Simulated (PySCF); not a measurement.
**Y₂: from constants to spectrum**

PBE0 constants of Y₂, ⁵Σu⁻ (quintet), unpaired electrons σ ↑↑, π ↑↑ (Y def2-TZVPP with ECP28; scalar-relativistic core potentials (PySCF 2.14); masses 88.9058 and 88.9058 u):

```
ωe                              : 188.6 cm⁻¹
ωexe                            : 0.248 cm⁻¹
Be                              : 0.045651 cm⁻¹
αe                              : 6.47e-05 cm⁻¹
D (centrifugal)                 : 1.07e-08 cm⁻¹
De to Y (4d1 5s2) + Y (4d1 5s2) : 1.28 eV
```

Question: Give the vibrational terms G(v) and spacings up to v = 3.

Answer: G(v) = ωe(v+½) − ωexe(v+½)².

```csv
v,G(v) (cm⁻¹),G(v) − G(v−1),Bv (cm⁻¹)
0,94.2,,0.04562
1,282.3,188.1,0.04555
2,469.9,187.6,0.04549
3,657.1,187.1,0.04542
```

A state of this spin cannot dissociate to the ground-state fragments, so its own limit lies higher than the one that De refers to.

The metal atom is held in its measured ground configuration; semilocal functionals can put another filling of s and d lower by some tenths of an eV, and De to that atom would be smaller. Spin–orbit coupling is left out, which matters for elements this heavy, above all for dissociation energies. The state is the lowest single determinant that the PBE0 search found; with open d or f shells the true ground state can be another one.
